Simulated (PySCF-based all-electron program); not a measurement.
The numbers below are computed, except where a source is named.
**Force along the bond of LiCs, singlet**

Method: all-electron DFT (in-house code on PySCF), basis-limit composite values; Koelling–Harmon scalar relativity, no spin–orbit coupling, spin-restricted. Forces are good to about 0.002 eV/Å. In part, the state lies near an instability. A positive force pushes the atoms apart.

```
 r (Å)  PBE (eV/Å)
 2.936           ?
3.1195       0.738
 3.303           ?
 3.670       0.040
 4.037      -0.178
```

Q: Fill in the missing PBE forces.

A: 2.936 Å: 1.103 eV/Å; 3.303 Å: 0.444 eV/Å.

Q: Fit a Morse curve to the forces within 0.84 to 1.25 of the listed length with the smallest force. Where does the force vanish, what is the force constant, and what harmonic wavenumber follows with standard atomic masses?

A: PBE: 3.722 Å, 0.7 eV/Å², about 170 cm⁻¹. The points are far apart, so these are estimates.
